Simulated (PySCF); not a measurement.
C6H16N2 (SMILES CN(C)CCN(C)C), singlet, geometry from GFN2-xTB. Base run: SVWN5/STO-3G (PySCF).

Here is a job for PySCF.
```python
from pyscf import gto, scf, dft

mol = gto.M(
    atom='''
C     2.415168   -1.126861    0.948301
N     1.348503   -0.299833    0.428312
C     1.862795    0.917197   -0.161980
C     0.512929   -1.057043   -0.484305
C    -0.675083   -0.266426   -1.043201
N    -1.310946    0.606364   -0.074523
C    -1.762728   -0.100469    1.104622
C    -2.387653    1.351434   -0.689106
H     2.982409   -0.555797    1.681822
H     1.989310   -1.999258    1.443663
H     3.107762   -1.476893    0.164505
H     1.028293    1.573790   -0.392064
H     2.448659    0.731577   -1.077297
H     2.504099    1.415182    0.563547
H     0.143903   -1.928136    0.065029
H     1.093488   -1.435760   -1.349129
H    -0.335528    0.364132   -1.870154
H    -1.391963   -1.000341   -1.462542
H    -0.898075   -0.510979    1.618727
H    -2.256414    0.606377    1.769673
H    -2.470770   -0.912046    0.869005
H    -3.202377    0.704662   -1.055789
H    -1.998632    1.923170   -1.531480
H    -2.799630    2.047602    0.039973
''',
    basis='sto-3g',
    charge=0,
    spin=0,
    verbose=4,
    symmetry=True,
)

mf = dft.RKS(mol)
mf.xc = 'lda,vwn'
mf.kernel()
mf.analyze()
```

Each row names what was changed in the base input (with any setting that the change needs).

```
change                   ΔE vs base (eV)  point group used  SCF cycles        outcome
-----------------------  ---------------  ----------------  ----------  -------------
base                                0.00                C2           8      converged
irrep_nelec = A:32 B:34                -                 -          50  not converged
irrep_nelec = A:36 B:30            21.31                C2          12      converged
symmetry = off                      0.00                C1           8      converged
```
